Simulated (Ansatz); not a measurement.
Cost and result for the atomization energy of `C[S][Ge]([F])([S]C)[S]C` (17 atoms, 16 bonds).

| atom | x (Å) | y (Å) | z (Å) |
| --- | --- | --- | --- |
| C1 | -1.3330 | -1.1449 | 2.8807 |
| S2 | -0.6156 | -2.2532 | 1.6315 |
| Ge3 | -0.2733 | -0.7798 | 0.0525 |
| F4 | -1.7425 | 0.1548 | -0.1494 |
| S5 | 1.2119 | 0.7444 | 0.6453 |
| C6 | 0.5608 | 2.2120 | -0.2053 |
| S7 | 0.1713 | -1.8676 | -1.8002 |
| C8 | 1.1273 | -0.6183 | -2.7039 |
| H9 | -2.2736 | -0.7243 | 2.5300 |
| H10 | -1.5174 | -1.7613 | 3.7602 |
| H11 | -0.6357 | -0.3491 | 3.1396 |
| H12 | -0.5063 | 2.3202 | -0.0266 |
| H13 | 0.7586 | 2.1706 | -1.2754 |
| H14 | 1.0893 | 3.0642 | 0.2216 |
| H15 | 0.4769 | 0.1573 | -3.1062 |
| H16 | 1.6068 | -1.1436 | -3.5295 |
| H17 | 1.8946 | -0.1816 | -2.0650 |

Total charge 0; spin multiplicity 1. Correlated methods include outer-core shells of Ge, which these sets cover unevenly. Scalar relativity is left out up to krypton. The geometry is a stationary point of PBE0-D4/def2-TZVP. It is one conformer, not always the lowest. Program: Ansatz. All runs use 5 threads of an AMD EPYC 7R13 on a shared host and a share of an NVIDIA H100 80 GB. Times are those of one run each, without the atoms' runs, and a repeat can differ threefold. Electronic energies, without spin–orbit coupling; frozen cores. CCSD(T)/CBS adds CCSD(T) − MP2 in def2-TZVPP to the MP2 limit, and its time is that of the two runs behind it. T1 = 0.012. With those shells the extrapolation isn't a true limit. HSE06 is the plane-wave form, built on full-range PBE exchange.

CCSD(T)/CBS is a level of theory with its own doubt, some kJ/mol a heavy atom from the limit and from the frozen cores, so smaller differences don't rank the functionals.

```tsv
level	functions	wall time	atomization (kJ/mol)	difference from CCSD(T)/CBS	per bond
BLYP-D4/def2-TZVPP	424	8 s	6067.1	-45.6	-2.8
r2SCAN-D4/def2-TZVPP (with forces)	424	8.1 s	6141.3	28.6	1.8
PBE-D4/def2-TZVPP (with forces)	424	9 s	6234.6	121.9	7.6
CCSD(T)/def2-SVP	187	9 s	5712.6	-400.1	-25.0
BHLYP-D4/def2-TZVPP	424	13 s	5919.0	-193.7	-12.1
PBE-QIDH/def2-TZVPP	424	13 s	6083.6	-29.1	-1.8
ωB97X-V/def2-TZVPP	424	14 s	6138.1	25.4	1.6
HSE06-D4/def2-TZVPP	424	15 s	6137.0	24.3	1.5
B2PLYP/def2-TZVPP	424	15 s	6008.7	-104.0	-6.5
MP2/def2-QZVPP	797	15 s	6146.3	33.6	2.1
ωB97M-V/def2-TZVPP (with forces)	424	18 s	6125.1	12.4	0.8
CCSD(T)/def2-TZVPP	424	28 s	5950.8	-161.9	-10.1
CCSD(T)/CBS(def2)	–	43 s	6112.7	0.0	0.0
```

In def2-TZVPP, CCSD(T) changes the Hartree–Fock value by +1549.5 kJ/mol (the triples alone add +106.8 kJ/mol) and MP2 by +1651.1 kJ/mol; breaking electron pairs costs correlation energy, which Hartree–Fock lacks. From r2SCAN to r2SCAN0 (25 % exact exchange), in def2-TZVPP and without D4, the atomization energy moves by −94.8 kJ/mol: exact exchange takes away binding that semilocal exchange gives to molecules. At CCSD(T), def2-SVP lies −400.0 kJ/mol from the extrapolated value and def2-TZVPP −161.8 kJ/mol: correlation converges slowly with the basis, and small sets miss more of it in the bonded molecule than in its fragments.

For some Ge, Se and Sn compounds the MP2-based and the directly extrapolated limit differ by 10 to 25 kJ/mol.
